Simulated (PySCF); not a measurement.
## Two-component Hartree-Fock for Nd⁴⁸⁺ (neodymium, charge +48)

Start: [Ne] 3s2. Calculated with PySCF 2.14 in an even-tempered Gaussian basis (18 s from 4.2 bohr⁻², ratio 2.6; 14 p from 5.5 bohr⁻², ratio 2.6; 6 d from 5.6 bohr⁻², ratio 2.8; 4 f from 78 bohr⁻², ratio 2.8): generalised Hartree-Fock with the X2C-1e Hamiltonian and a Gaussian nucleus; spin-orbit coupling (SO) screened by Boettger's factors.

```
spinor shell  electrons  ε, screened SO (eV)  weight of nominal j (screened SO)  rms radius, screened SO (bohr)
       1s1/2          2             -47193.8                              1.000                          0.0269
       2s1/2          2             -10399.0                              1.000                           0.107
       2p1/2          2             -10034.3                              1.000                          0.0918
       2p3/2          4              -9492.8                              1.000                          0.0974
       3s1/2          2              -4200.0                              1.000                           0.255
```

```
   quantity  screened SO
E (hartree)  -7301.75353
        M_J            0
       ⟨J²⟩        0.000
       ⟨L²⟩        0.013
       ⟨S²⟩        0.013
```

Breit and QED terms are absent; they matter most for the inner s and p1/2 levels.

Densities and radii are taken from the X2C orbitals without a picture-change correction, which distorts them close to the nucleus.
